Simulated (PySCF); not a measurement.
## Frontier levels across methods

Compound: C6H10OS.
Geometry (PBE0-D3(BJ)/def2-SVP, Å), atoms numbered from 1 in this order:
```xyz
18
C6H10OS angstrom
C      2.5239    1.2977   -0.2342
S      2.2881   -0.4760   -0.0747
C      0.5592   -0.6882   -0.0757
C      0.1866   -2.1338    0.0603
C     -0.3327    0.3305   -0.1849
C     -1.7908    0.1459   -0.1836
C     -2.6024    1.4136   -0.3378
O     -2.3371   -0.9368   -0.0684
H      2.0745    1.8379    0.6119
H      2.1117    1.6730   -1.1824
H      3.6103    1.4610   -0.2265
H     -0.4212   -2.2870    0.9634
H     -0.4479   -2.4455   -0.7811
H      1.0802   -2.7730    0.1064
H      0.0243    1.3573   -0.2840
H     -3.6711    1.1675   -0.3279
H     -2.3478    1.9227   -1.2812
H     -2.3764    2.1173    0.4795
```

Basis pcSseg-1 throughout (PySCF), one geometry. Geometry: PBE0-D3(BJ)/def2-SVP, one conformer, isolated molecule.

How do the orbital energies, the gap and the dipole change with the method?

```json
{"method": "BLYP", "kind": "GGA", "HOMO (eV)": "-5.14", "LUMO (eV)": "-1.97", "gap (eV)": "3.17", "μ (D)": "3.59", "SCF cycles": "19"}
{"method": "PBE", "kind": "GGA", "HOMO (eV)": "-5.26", "LUMO (eV)": "-2.14", "gap (eV)": "3.12", "μ (D)": "3.58", "SCF cycles": "19"}
{"method": "B97-D", "kind": "GGA", "HOMO (eV)": "-5.29", "LUMO (eV)": "-2.06", "gap (eV)": "3.23", "μ (D)": "3.61", "SCF cycles": "20"}
{"method": "BP86", "kind": "GGA", "HOMO (eV)": "-5.39", "LUMO (eV)": "-2.24", "gap (eV)": "3.15", "μ (D)": "3.61", "SCF cycles": "19"}
{"method": "KT2", "kind": "GGA", "HOMO (eV)": "-5.49", "LUMO (eV)": "-2.12", "gap (eV)": "3.37", "μ (D)": "3.55", "SCF cycles": "20"}
{"method": "PBE0", "kind": "global hybrid", "HOMO (eV)": "-6.60", "LUMO (eV)": "-1.28", "gap (eV)": "5.31", "μ (D)": "3.62", "SCF cycles": "14"}
{"method": "CAM-B3LYP", "kind": "range-separated hybrid", "HOMO (eV)": "-7.79", "LUMO (eV)": "-0.15", "gap (eV)": "7.64", "μ (D)": "3.58", "SCF cycles": "15"}
{"method": "LC-wPBE", "kind": "range-separated hybrid", "HOMO (eV)": "-9.09", "LUMO (eV)": "0.86", "gap (eV)": "9.95", "μ (D)": "3.51", "SCF cycles": "15"}
```

The HOMO spans 3.94 eV, from BLYP down to LC-wPBE, and the gap runs from 3.12 eV (PBE) to 9.95 eV (LC-wPBE). The dipole ranges from 3.51 D (LC-wPBE) to 3.62 D (PBE0). This basis has no diffuse functions.

The vertical ΔSCF ionisation energy at PBE0/def2-SVPD is 8.38 eV; −ε(HOMO) comes closest to it with CAM-B3LYP (7.79 eV).
